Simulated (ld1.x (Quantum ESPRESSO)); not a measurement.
# Ranking TM semilocal potentials for nickel

All share these settings but for the change named:

| Quantity | Value |
| --- | --- |
| Element | Ni (Z = 28) |
| Generator | ld1.x (Quantum ESPRESSO) 7.5 |
| Type | norm-conserving Troullier–Martins (semilocal form) |
| Functional | PBE |
| Relativity | scalar-relativistic |
| Frozen core | [Ne] |
| Valence charge | 18 |
| Reference configuration | 3s2 3p6 3d8 4s0 4p0 (charge +2) |
| Partial waves | 3s (bound): rc 1.25 bohr; 3d (bound): rc 1.05 bohr; 3p (bound): rc 1.25 bohr |
| Local potential | the p channel |
| Core correction | none |

Test errors are all-electron minus pseudo excitation energies from the reference, over 3s2 3p6 3d8 4s2 4p0; 3s2 3p6 3d8 4s1 4p0; 3s2 3p6 3d7 4s0 4p0; 3s2 3p5 3d8 4s2 4p0; 3s2 3p6 3d6 4s0 4p0; 3s2 3p6 3d7 4s2 4p0; 3s2 3p6 3d7 4s2 4p1. None of these files shows a bound ghost.

The base gives 3638.3 meV.

Of 8 variants that were run, those that failed, showed a ghost or another fault, or gave nearly equal values are left out.

Q: Rank these variants by their largest absolute test error, smallest first.
A. wave 3s (bound): rc 1.25 bohr becomes 3s (bound): rc 1.30 bohr
B. wave 3s (bound): rc 1.25 bohr becomes 3s (bound): rc 0.82 bohr
C. wave 3s (bound): rc 1.25 bohr becomes 3s (bound): rc 1.86 bohr
D. wave 3s (bound): rc 1.25 bohr becomes 3s (bound): rc 1.14 bohr
E. wave 3s (bound): rc 1.25 bohr becomes 3s (bound): rc 1.38 bohr

A: B (309.7 meV), D (2586.6 meV), A (4419.0 meV), E (5218.1 meV), C (7319.9 meV).
